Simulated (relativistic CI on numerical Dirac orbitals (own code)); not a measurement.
# d3 in a ligand field

Computed with a parametric ligand-field model of a d^n configuration (Racah B and C, spin-orbit zeta, crystal field), exact diagonalisation.

Field parameters in Wybourne normalisation: D3d B²₀ = −7Dσ, B⁴₀ = −14Dq − 21Dτ, B⁴₃ = −14√(10/7) Dq; D4h B²₀ = −7Ds, B⁴₀ = 21(Dq − Dt), B⁴₄ = 21√(5/14) Dq; Td as Oh with Dq negative (B⁴₀ = 21Dq, B⁴₄ = √(5/14) B⁴₀). The field is a parameter set, without covalency.

Q: Ground term and bands for B = 830, C = 3140, ζ = 0 cm⁻¹, D4h, 10Dq = 8950, Ds = 1750, Dt = 810 cm⁻¹?

A: Ground term 4B1 with 0.00 electrons in the two orbitals of the cubic e set. Spin-allowed: 4E 297 cm⁻¹, 4A2 4455 cm⁻¹ (2244 nm), 4E 8519 cm⁻¹ (1174 nm), 4B2 8950 cm⁻¹ (1117 nm). Lowest spin-forbidden: 2A1 13585 cm⁻¹ (736 nm), 2E 13686 cm⁻¹ (731 nm), 2B2 13687 cm⁻¹ (731 nm).

Q: Ground term and bands for B = 390, C = 1460, ζ = 0 cm⁻¹, D3d, 10Dq = 21200, Dσ = -870, Dτ = -190 cm⁻¹?

A: Ground term 4A2 with 0.00 electrons in the two orbitals of the cubic e set. Spin-allowed: 4E 19163 cm⁻¹ (522 nm), 4A1 21800 cm⁻¹ (459 nm), 4E 25020 cm⁻¹ (400 nm), 4A2 25896 cm⁻¹ (386 nm). Lowest spin-forbidden: 2E 5582 cm⁻¹ (1792 nm), 2E 7545 cm⁻¹ (1325 nm), 2A2 7834 cm⁻¹ (1277 nm).

Q: Ground term and bands for B = 560, C = 2030, ζ = 0 cm⁻¹, Td, 10Dq = -3200 cm⁻¹?

A: Ground term 4T1 with 1.89 electrons in the two orbitals of the cubic e set. Spin-allowed: 4T2 2716 cm⁻¹, 4A2 5916 cm⁻¹ (1690 nm), 4T1 10633 cm⁻¹ (940 nm). Lowest spin-forbidden: 2E 6729 cm⁻¹ (1486 nm), 2T1 9089 cm⁻¹ (1100 nm), 2T2 9095 cm⁻¹ (1100 nm).

Q: Ground term and bands for B = 660, C = 2610, ζ = 0 cm⁻¹, D3d, 10Dq = 13900, Dσ = 1200, Dτ = 330 cm⁻¹?

A: Ground term 4A2 with 0.00 electrons in the two orbitals of the cubic e set. Spin-allowed: 4A1 13330 cm⁻¹ (750 nm), 4E 15243 cm⁻¹ (656 nm), 4A2 20460 cm⁻¹ (489 nm), 4E 23226 cm⁻¹ (431 nm). Lowest spin-forbidden: 2E 9841 cm⁻¹ (1016 nm), 2A2 13015 cm⁻¹ (768 nm), 2E 13306 cm⁻¹ (752 nm).

Q: Ground term and bands for B = 950, C = 4450, ζ = 0 cm⁻¹, D4h, 10Dq = 37200, Ds = 3000, Dt = -580 cm⁻¹?

A: Ground term 4B1 with 0.00 electrons in the two orbitals of the cubic e set. Spin-allowed: 4B2 37200 cm⁻¹ (269 nm), 4A2 38888 cm⁻¹ (257 nm), 4E 41309 cm⁻¹ (242 nm), 4E 57769 cm⁻¹ (173 nm). Lowest spin-forbidden: 2E 14274 cm⁻¹ (701 nm), 2A1 20535 cm⁻¹ (487 nm), 2B1 20852 cm⁻¹ (480 nm).
